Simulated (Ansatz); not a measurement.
Consider the substitution at a C–Si bond: `[SiH3]C[SiH2]Cl` + CH₃NH₂ → `CNC[SiH2]Cl` + SiH₄.

Computed with Ansatz on PBE0-D4/def2-TZVP structures; ΔE is electronic, products minus reactants. CBS: MP2 limit from def2 TZ/QZ plus the TZ coupled-cluster correction, frozen cores. This one scheme is used for every species. Functionals use def2-TZVPP. One conformer a species, not always the lowest.

| species | ωB97M-V energy (Eh) |
| --- | --- |
| `[SiH3]C[SiH2]Cl` | -1081.50514 |
| CH₃NH₂ | -95.84061 |
| `CNC[SiH2]Cl` | -885.46660 |
| SiH₄ | -291.84636 |

(1) Work out ΔE.

Largest T1 diagnostic among the species: 0.011.

Answers

(1) ΔE = (-885.46660) + (-291.84636) − (-1081.50514) − (-95.84061) = 0.03279 Eh = +0.89 eV. CCSD(T)/CBS gives +0.92 eV.

The D4 term adds −0.03 eV with B3LYP and −0.02 eV with PBE0; it sums over pairs of atoms, weighted by their polarisabilities, and B3LYP, whose exchange is more repulsive, gets the larger term. From PBE to PBE0 (25 % exact exchange), in def2-TZVPP and without D4, ΔE moves by +0.03 eV.

B3LYP here is the variant with VWN-RPA as its local correlation; programs differ in this.
